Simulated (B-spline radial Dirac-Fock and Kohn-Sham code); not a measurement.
Ge⁺ 3p1/2: cross section and angular parameters

System: germanium as Ge⁺ in the configuration 1s2 2s2 2p6 3s2 3p6 3d10 4s2 4p1; threshold 138.4 eV (orbital energy of the model). Model: Dirac-Hartree-Slater photoionisation with a Latter tail; cross sections with all multipoles, angular parameters from the dipole term and its interference with E2. Program: a B-spline atomic structure program.

For linearly polarised light dσ/dΩ = σ/(4π) [1 + β P₂(cos θ) + (δ + γ cos²θ) sin θ cos φ], with θ from the polarisation vector and φ the angle between the beam and the projection of the electron momentum on the plane normal to the polarisation.

| hν (eV) | σ (kb) | β | γ | δ |
| --- | --- | --- | --- | --- |
| 224 | 224 | 0.745 | 0.170 | 0.042 |
| 343 | 196 | 1.365 | 0.116 | 0.005 |
| 444 | 150 | 1.510 | 0.025 | 0.000 |
| 534 | 118 | 1.567 | -0.013 | 0.000 |
| 600 | 99.0 | 1.590 | -0.023 | 0.000 |
| 800 | 60.8 | 1.614 | 0.001 | 0.002 |
| 851 | ? | ? | ? | ? |
| 904 | 48.3 | 1.614 | 0.030 | 0.003 |
| 1210 | 26.7 | 1.591 | 0.136 | 0.007 |
| 1253.6 | 24.7 | 1.587 | 0.151 | 0.007 |
| 1330 | 21.7 | 1.578 | 0.179 | 0.008 |
| 1360 | 20.7 | 1.575 | 0.190 | 0.009 |
| 1486.9 | 16.9 | 1.560 | 0.236 | 0.010 |
| 1750 | 11.6 | 1.528 | 0.328 | 0.014 |
| 1990 | 8.47 | 1.498 | 0.406 | 0.018 |
| 2984.4 | 2.99 | 1.382 | 0.674 | 0.035 |
| 3850 | 1.49 | 1.295 | 0.850 | 0.051 |
| 6000 | 0.411 | 1.121 | 1.158 | 0.093 |
| 7500 | 0.208 | 1.026 | 1.307 | 0.122 |
| 9170 | 0.111 | 0.939 | 1.435 | 0.154 |
| 11400 | 0.0553 | 0.843 | 1.568 | 0.195 |
| 11800 | 0.0495 | 0.828 | 1.589 | 0.202 |
| 12000 | 0.0468 | 0.821 | 1.599 | 0.205 |

Question: Give the values at 851 eV.

Answer: σ = 54.2 kb, β = 1.615, γ = 0.015, δ = 0.003.

Values without a named source are computed, but for edge energies of neutral atoms, which are taken from tables.
